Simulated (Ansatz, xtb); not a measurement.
Two isomers of ClGeH5O2Si

Structure a is `O[Si@H](Cl)[O][GeH3]`, a singlet and structure b is `O[SiH2][O][GeH2][Cl]`, a singlet. Both are isolated molecules in the gas phase, relaxed with PBE-D3(BJ)/def2-SVP; the shapes shown needn't be the lowest conformers.

a (Å):

```xyz
10

Cl    1.3340    0.4824   -0.5554
Ge    0.2554   -2.2610    1.6361
O    -1.4124    1.1315    0.3482
O     0.0501   -0.5039    2.0445
Si    0.0669    0.8228    1.0551
H    -2.1333    1.2996    0.9811
H     0.5673    1.9767    1.8570
H     1.7695   -2.5404    1.4789
H    -0.5245   -2.5713    0.3334
H    -0.3440   -3.0053    2.8519
```

b (Å):

```xyz
10

Cl   -2.0040    0.0678    2.5812
Ge    0.1816    0.3414    2.6326
O    -1.0319    1.5354   -0.2498
O     0.8063   -0.0898    1.0225
Si    0.1132    0.3306   -0.4622
H    -1.7940    1.2608    0.2977
H     1.1743    0.9127   -1.3383
H    -0.4732   -0.9208   -1.0506
H     0.4313    1.8325    2.9508
H     0.7598   -0.6785    3.6344
```

Estimate E(b) − E(a) at the level CCSD(T)/def2-SVP + ΔMP2/def2-TZVPP.

Calculated at CCSD(T)/def2-SVP + ΔMP2/def2-TZVPP: E(b) − E(a) = +7.0 kcal/mol, so structure a lies lower.

How the difference moves with the method:

```json
{"level": "PBE-D3(BJ)/def2-SVP", "geometry": "PBE-D3(BJ)/def2-SVP", "E(b) − E(a) (kcal/mol)": "+4.7", "departure from the last row (kcal/mol)": "−2.3", "job, with rough time for the two": "optimisation, 2.7 min"}
{"level": "HF/def2-SVP", "geometry": "PBE-D3(BJ)/def2-SVP", "E(b) − E(a) (kcal/mol)": "+5.8", "departure from the last row (kcal/mol)": "−1.2", "job, with rough time for the two": "part of the CCSD(T) run"}
{"level": "MP2/def2-SVP", "geometry": "PBE-D3(BJ)/def2-SVP", "E(b) − E(a) (kcal/mol)": "+5.6", "departure from the last row (kcal/mol)": "−1.4", "job, with rough time for the two": "part of the CCSD(T) run"}
{"level": "CCSD(T)/def2-SVP", "geometry": "PBE-D3(BJ)/def2-SVP", "E(b) − E(a) (kcal/mol)": "+5.3", "departure from the last row (kcal/mol)": "−1.7", "job, with rough time for the two": "single point"}
{"level": "CCSD(T)/def2-SVP + ΔMP2/def2-TZVPP", "geometry": "PBE-D3(BJ)/def2-SVP", "E(b) − E(a) (kcal/mol)": "+7.0", "departure from the last row (kcal/mol)": "", "job, with rough time for the two": "single point, 79 s"}
```

As drawn, b has 1 Cl–Ge, 1 Si–H in place of 1 Cl–Si, 1 Ge–H.

The levels shown agree on the order. The largest departure from CCSD(T)/def2-SVP + ΔMP2/def2-TZVPP is that of PBE-D3(BJ)/def2-SVP, 2.3 kcal/mol. Levels run at GFN2-xTB geometries aren't shown. The last row adds to CCSD(T) the change of the MP2 difference between the two basis sets, here +1.7 kcal/mol.

With harmonic frequencies from PBE-D3(BJ)/def2-SVP (ideal gas, rigid rotor, one conformer each, 298.15 K, 1 atm): on the last row, ΔE + ΔZPE = +7.7 kcal/mol. A mode under 50 cm⁻¹ makes harmonic enthalpies and free energies unreliable, so none is given.

The correlated steps freeze 21 core orbitals; the filled d shell of Ge is correlated, in a basis made for valence electrons. Codes used: Ansatz 0.2.0; the last row on 2 threads of AMD EPYC 7R43 64-Core Processor (Zen 3) on a shared host.
